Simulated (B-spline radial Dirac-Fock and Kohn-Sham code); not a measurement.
Elastic and transport cross sections of gadolinium for electrons

These are calculated numbers from a radial finite-basis atomic code; the model is relativistic (Dirac) partial waves in the static field of the Dirac-Fock atom with Furness-McCarthy exchange, without polarisation or absorption potentials. σ_tr1 and σ_tr2 weight the cross section with 1 − P₁ and 1 − P₂ of cos θ; "backward" is the share scattered beyond 90°.

```csv
energy (eV),σ (a₀²),σ_tr1 (a₀²),σ_tr2 (a₀²),σ/σ_tr1,backward (%)
1980,8.55,1.13,1.19,7.56,5.2
2000,8.50,1.12,1.18,7.61,5.1
3000,6.82,0.670,0.816,10.2,3.5
3970,5.84,0.461,0.618,12.7,2.7
4860,5.20,0.350,0.499,14.9,2.2
5000,5.12,0.336,0.484,15.2,2.2
6170,4.53,0.250,0.383,18.1,1.7
7670,3.99,0.183,0.297,21.8,1.4
8650,?,?,?,?,?
9350,3.54,0.137,0.233,25.8,1.1
10000,3.40,0.124,0.215,27.3,1.0
10800,3.24,0.111,0.195,29.2,0.93
12200,3.01,0.0926,0.167,32.5,0.81
```

Task: Fill in the row for 8.65 keV.

Result: σ = 3.71 a₀², σ_tr1 = 0.154 a₀², σ_tr2 = 0.257 a₀², σ/σ_tr1 = 24.1, backward 1.2 %. The ratio σ/σ_tr1 is roughly the number of elastic collisions that randomise the direction.
